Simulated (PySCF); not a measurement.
**A small calculation by hand: refractive index and permittivity of the vapour**

Se(Br)(GeH3) (BrGeH3Se), SMILES [GeH3][Se]Br.

Geometry optimised at ωB97X-D3(BJ)/def2-SVP. This is a generated structure with no PubChem entry under its InChIKey; it may be hypothetical.

PySCF with r2SCAN/def2-TZVPD gives a mean static polarisability of 83.9 bohr³ and a dipole moment of 1.70 D. Take an ideal gas at 298.15 K and 1 bar, whether or not the substance is that volatile.

Q: Work out n − 1 in the optical limit and the static ε − 1.

A: 
Polarisability volume α' = 83.9 × 0.148185 = 12.43 Å³. Number density N = p/kT = 2.43e-5 Å⁻³.
Dilute limit of Lorentz–Lorenz: n − 1 = 2π N α' = 0.0019.
Orientation term of Debye: μ²/(3kT) = 8.098 Å³ × μ²(D²) = 23.40 Å³.
ε − 1 = 4π N (α' + μ²/3kT) = 0.011. Orientation of the dipole supplies 65 % of the static response; it can't follow optical fields. Vibrational polarisation and dispersion are left out.
